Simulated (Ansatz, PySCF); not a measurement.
Another site gives an ion 56082.52 eV lower (`O[SiH2]Br`) at the level CAM-B3LYP-D3(BJ)/def2-TZVPD (PySCF).

Cartesian coordinates (Å):
```xyz
11

C     -1.4479    -0.7564    -0.3264
S     -0.8426     0.8123     0.3301
O     -0.5140     0.5736     1.7929
Si     1.2509     0.6874    -0.4558
O      1.9230    -0.0855     0.8009
H     -1.5785    -0.6571    -1.4039
H     -2.4090    -0.9485     0.1460
H     -0.7527    -1.5607    -0.0930
H      1.7348     2.0641    -0.6632
H      1.3154    -0.0973    -1.7024
H      1.3206    -0.0318     1.5749
```
Charge 0, multiplicity 1.

The numbers are results of frozen-core CCSD(T)/def2-TZVPD // CAM-B3LYP-D3(BJ)/def2-TZVPD (Ansatz, a first-principles code), not measurements.

```
Quantity                        Value
----------------------  -------------
HF energy               -877.66811 Ha
MP2 correlation energy    -0.95179 Ha
```

Question: Estimate the CCSD correlation energy, the (T) correction, the total energy and the T1 diagnostic.

Answer: 
```yaml
CCSD correlation energy: -0.99197 Ha
"(T) correction": -0.04225 Ha
CCSD(T) total energy: -878.70232 Ha
T1 diagnostic: 0.016
```
